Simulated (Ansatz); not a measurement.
Computed with Ansatz on PBE0-D4/def2-TZVP structures; ΔE is electronic, products minus reactants. CBS: MP2 limit from def2 TZ/QZ plus the TZ coupled-cluster correction, frozen cores. This one scheme is used for every species. DFT in def2-TZVPP. B3LYP here is the variant with VWN-RPA as its local correlation; programs differ in this. One conformer a species, not always the lowest.

`CCSBCl` + `B1CN1` → `CCN1BC1` + `SBCl`  (substitution at a C–S bond)

```json
{"level": "PBE-D4", "ΔE (kJ/mol)": "7.6"}
{"level": "ωB97X-V", "ΔE (kJ/mol)": "5.7"}
{"level": "r2SCAN", "ΔE (kJ/mol)": "6.8"}
{"level": "B3LYP", "ΔE (kJ/mol)": "0.9"}
{"level": "MP2/def2-TZVPP", "ΔE (kJ/mol)": "7.6"}
{"level": "SCS-MP2/def2-TZVPP", "ΔE (kJ/mol)": "4.2"}
{"level": "HF/def2-QZVPP", "ΔE (kJ/mol)": "-4.6"}
{"level": "MP2/CBS(def2)", "ΔE (kJ/mol)": "11.4"}
```

Q: What does CCSD(T)/CBS give? (Estimate.)

A: The calculation gave: +8.5 kJ/mol. The listed levels differ from it by -0.9, -2.8, -1.7, -7.6, -0.9, -4.3, -13.1, 2.9 kJ/mol.

Largest T1 diagnostic among the species: 0.013.

The D4 term adds +4.4 kJ/mol with B3LYP and +2.3 kJ/mol with PBE0; it sums over pairs of atoms, weighted by their polarisabilities, and B3LYP, whose exchange is more repulsive, gets the larger term. In def2-TZVPP, CCSD(T) changes the Hartree–Fock value by +9.3 kJ/mol (the triples alone add +2.4 kJ/mol) and MP2 by +12.2 kJ/mol.

CCSD(T)/CBS has its own doubt, a few kJ/mol and more with outer-core shells, so smaller differences from it don't rank the levels.
